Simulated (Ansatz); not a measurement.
Cl₂H₂SeSn (`[Cl][SnH]([Cl])[SeH]`), charge 0, multiplicity 1.

**Question.** Give a relaxed structure at PBE0-D4/def2-TZVP (Ansatz 0.2.0). (Best estimate.)

**Answer.** Computed: 
```xyz
6

Cl   -1.739    0.051    1.605
Sn    0.128   -0.394    0.306
Cl   -0.015   -2.600   -0.370
Se    0.048    0.945   -1.807
H     1.490   -0.198    1.302
H     0.088    2.196   -1.035
```
